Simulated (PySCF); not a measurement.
## Ti (titanium, neutral): B2PLYP calculation

Configuration: [Ar] 3d1 4s2 4p1, one real determinant (an excited configuration). Computed with PySCF 2.14 in x2c-QZVPPall, with the spin-free X2C one-electron Hamiltonian (Gaussian nucleus).

```
Total energy, PT2 part included                               : -853.308 hartree
One-electron energy                                           : -1163.570 hartree
Hartree (Coulomb) energy                                      : 352.106 hartree
Exchange-correlation energy                                   : -41.828 hartree
PT2 correlation before scaling by 0.27                        : -0.06166 hartree
⟨S²⟩                                                          : 2.0216
⟨L²⟩                                                          : 8.078
Sum of ⟨r⟩                                                    : 22.87 bohr
Sum of ⟨r²⟩                                                   : 57.34 bohr²
Traceless quadrupole moment −½Σ⟨3z² − r²⟩ along its main axis : -7.79 e·bohr²
Langevin diamagnetic susceptibility                           : -45.4 ×10⁻⁶ cm³/mol
Time after the integrals                                      : roughly 9 core-seconds
```

```csv
shell,electrons,mean orbital energy (hartree),spread (hartree),"rms radius, mean of both spins (bohr)"
1s α,1,-182.07160,0,0.0804
1s β,1,-182.07052,0,0.0804
2s α,1,-21.04855,0,0.352
2s β,1,-21.03245,0,0.352
2p α,3,-17.41849,0.00809,0.321
2p β,3,-17.40253,0.02221,0.321
3s α,1,-2.89563,0,1.07
3s β,1,-2.84108,0,1.07
3p α,3,-1.88744,0.01750,1.16
3p β,3,-1.82460,0.04781,1.16
3d α,1,-0.52409,0,1.50
4s α,1,-0.29112,0,3.47
4s β,1,-0.25252,0,3.47
4p α,1,-0.14681,0,4.45
```

⟨L²⟩ = 8.08 against 12 for a pure F term, so this real determinant mixes terms.

Densities and radii are taken from the X2C orbitals without a picture-change correction, which distorts them close to the nucleus.

The orbital energies are those of the SCF part of the double hybrid.
